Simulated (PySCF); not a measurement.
**How far are cheaper levels from CCSD(T)/CBS for InN?**

PySCF; the state is a triplet (π ↑↑). The composite is CCSD(T) extrapolated to the basis-set limit from two correlation-consistent sets, with core-valence (CV) and scalar-relativistic (SR) terms as its label shows; it has no spin–orbit coupling and nothing beyond (T). Here it is CCSD(T)/CBS(DT). It gives Re = 2.208 Å, ωe = 443 cm⁻¹ and De = 1.76 eV to In + N.

```
       level                       basis                           relativity  Re (Å)  ωe (cm⁻¹)  De (eV)
         UHF                 def2-TZVPPD  scalar-relativistic core potentials   2.203        454     0.26
ROHF-CCSD(T)  aug-cc-pVDZ-PP/aug-cc-pVDZ  scalar-relativistic core potentials   2.258        422     1.48
         PBE                x2c-TZVPPall                        spin-free X2C   2.245        419     2.19
      revPBE                x2c-TZVPPall                        spin-free X2C   2.261        409     2.02
      r²SCAN                x2c-TZVPPall                        spin-free X2C   2.218        441     1.85
        PBE0  aug-cc-pVDZ-PP/aug-cc-pVDZ  scalar-relativistic core potentials   2.237        440     1.85
     r²SCAN0          cc-pVDZ-PP/cc-pVDZ  scalar-relativistic core potentials   2.216        454     1.43
     r²SCAN0                 def2-TZVPPD  scalar-relativistic core potentials   2.196        457     1.66
   BHandHLYP          cc-pVDZ-PP/cc-pVDZ  scalar-relativistic core potentials   2.215        460     1.44
     ωB97X-V                 def2-TZVPPD  scalar-relativistic core potentials   2.197        462     1.97
```

Task: Give the difference of each row from the composite.

Result: 

| level | basis | ΔRe (pm) | Δωe (%) | ΔDe (eV) |
| --- | --- | --- | --- | --- |
| UHF | def2-TZVPPD | -0.5 | +2.5 | -1.50 |
| ROHF-CCSD(T) | aug-cc-pVDZ-PP/aug-cc-pVDZ | +5.0 | -4.7 | -0.28 |
| PBE | x2c-TZVPPall | +3.7 | -5.4 | +0.43 |
| revPBE | x2c-TZVPPall | +5.3 | -7.7 | +0.26 |
| r²SCAN | x2c-TZVPPall | +1.0 | -0.5 | +0.09 |
| PBE0 | aug-cc-pVDZ-PP/aug-cc-pVDZ | +2.9 | -0.7 | +0.09 |
| r²SCAN0 | cc-pVDZ-PP/cc-pVDZ | +0.8 | +2.5 | -0.33 |
| r²SCAN0 | def2-TZVPPD | -1.2 | +3.2 | -0.10 |
| BHandHLYP | cc-pVDZ-PP/cc-pVDZ | +0.7 | +3.8 | -0.32 |
| ωB97X-V | def2-TZVPPD | -1.1 | +4.3 | +0.21 |

Task: Which rows come closest in De?

Result: r²SCAN in x2c-TZVPPall (+0.09 eV); PBE0 in aug-cc-pVDZ-PP/aug-cc-pVDZ (+0.09 eV); r²SCAN0 in def2-TZVPPD (-0.10 eV), counted from the composite.

Correlated steps freeze 5 core orbitals. Correlated levels converge slowly with the basis: in double zeta they bind strong bonds too weakly, by up to about 1 eV, and carry superposition errors of some tenths. These are scalar-relativistic numbers at best; spin–orbit coupling would shift them, the dissociation energy most. The state was picked by a PBE0 search and need not be the measured ground state.
